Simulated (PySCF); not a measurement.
# HgBr2: bending curve

Method: PySCF, B3LYP, basis Hg def2-SVP with ECP60, Br def2-SVP (scalar-relativistic core potentials, no spin–orbit coupling, density fitting).

Rigid scan from the singlet minimum (Hg–Br 2.443 Å (×2); Br–Hg–Br 180.0°). Coordinate: the Br–Hg–Br angle, bonds fixed. Energies in kJ/mol from the minimum.

```json
{"bond angle (°)": "80", "E (kJ/mol)": "256.0", "dipole size (D)": "4.25"}
{"bond angle (°)": "90", "E (kJ/mol)": "196.4", "dipole size (D)": "3.83"}
{"bond angle (°)": "100", "E (kJ/mol)": "155.5", "dipole size (D)": "3.41"}
{"bond angle (°)": "110", "E (kJ/mol)": "122.6", "dipole size (D)": "2.98"}
{"bond angle (°)": "120", "E (kJ/mol)": "93.5", "dipole size (D)": "2.54"}
{"bond angle (°)": "130", "E (kJ/mol)": "67.7", "dipole size (D)": "2.10"}
{"bond angle (°)": "140", "E (kJ/mol)": "45.1", "dipole size (D)": "1.66"}
{"bond angle (°)": "150", "E (kJ/mol)": "26.4", "dipole size (D)": "1.24"}
{"bond angle (°)": "160", "E (kJ/mol)": "11.9", "dipole size (D)": "0.82"}
{"bond angle (°)": "170", "E (kJ/mol)": "3.1", "dipole size (D)": "0.41"}
{"bond angle (°)": "180", "E (kJ/mol)": "0.0", "dipole size (D)": "0.00"}
```

With an element this heavy the missing spin–orbit coupling can shift these numbers.

The scan took 16 s on 2 threads of a shared Arm Neoverse V1 host; the process peaked at 0.93 GiB.
